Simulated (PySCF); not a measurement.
Static response to an electric field

C2H7FOSi2.
Structure used (GFN2-xTB), in Å, numbered top down from 1:
```
atom  x, y, z in Å
C1    -1.5643   -1.1971    0.1241
C2    -1.8035    0.0504   -0.2511
Si3   -0.5396    1.1933   -1.0384
F4    -0.4978    2.5502   -0.1701
O5     0.9400    0.5701   -0.9805
Si6    2.2363   -0.2721   -0.4854
H7    -2.3178   -1.8260    0.5731
H8    -0.5892   -1.6419   -0.0005
H9    -2.7995    0.4508   -0.1044
H10   -0.7729    1.5976   -2.4113
H11    2.1698   -1.5476   -1.2002
H12    3.3842    0.5393   -0.8760
H13    2.1499   -0.4664    0.9609
```

Level: CAM-B3LYP/def2-SVPD (PySCF), static field, nuclei fixed, core orbitals frozen in the response. The polarisability tensor in these axes (au):

```
x   78.58 -0.18 -2.04
y   -0.18 79.73 -7.43
z   -2.04 -7.43 65.80
```

Task: Give the principal values, the mean and the anisotropy Δα = √{½[(α1 − α2)² + (α2 − α3)² + (α1 − α3)²]}.

Result: Principal values 62.35, 78.71 and 83.05 au; mean 74.70 au = 11.07 Å³ = 12.32 × 10⁻⁴⁰ C²·m²/J; Δα = 18.91 au (25 % of the mean).

Task: What is the dipole moment, and where does it point?

Result: (-0.32, -2.11, -0.17) D, 2.14 D in size, pointing from the negative to the positive side. Measured along this direction, the outermost atoms are F4 at the negative end and H7 at the positive end.

Task: What are the principal values of the traceless quadrupole moment, Θ = ½Σq(3rr − r²1), about the centre of nuclear charge?

Result: -7.01, 0.67, 6.34 D·Å. The values depend on the origin, since the dipole doesn't vanish. The electronic extent ⟨r²⟩ about the same centre is 1031 bohr², a root-mean-square distance of 2.12 Å for the 64 electrons.

Task: Sum over states: ᾱ = Σ f/ω², ω in Eh. What share falls to these 8 lowest TDDFT singlets (eV, f)? 6.59, 0.0074; 7.34, 0.3140; 7.68, 0.0107; 7.79, 0.0259; 7.85, 0.0104; 8.23, 0.0161; 8.44, 0.0073; 8.51, 0.0180.

Result: They add up to 5.45 au, 7.3 % of the 74.70 au; the largest single term is 4.31 au, from the state at 7.34 eV. Terms in order: 0.13, 4.31, 0.13, 0.32, 0.12, 0.18, 0.08, 0.18 au. Higher excitations give the rest. The strengths listed sum to 0.410.

Task: Find the Langevin capture rate constant for H3+ (3.023 u) meeting this molecule (122.002 u), k = 2.342 × 10⁻⁹ cm³/s × √(α in Å³ / reduced mass in u).

Result: The reduced mass is 2.95 u, so k = 4.54 × 10⁻⁹ cm³/s. The formula leaves out the permanent dipole, which adds to the capture rate.

Task: What would n − 1 = 2πNα be for an ideal gas of these molecules at 273.15 K and 1 atm, electronic part alone?

Result: N = p/kT = 2.6868 × 10¹⁹ cm⁻³, so n − 1 = 2π × N × 11.07 × 10⁻²⁴ cm³ = 1869 × 10⁻⁶ at long wavelengths, for an ideal gas.

Geometry: GFN2-xTB, one conformer, isolated molecule.

The run behind these numbers computed excited states as well. The run took 25 s on one thread, Arm Neoverse V2 (shared host).
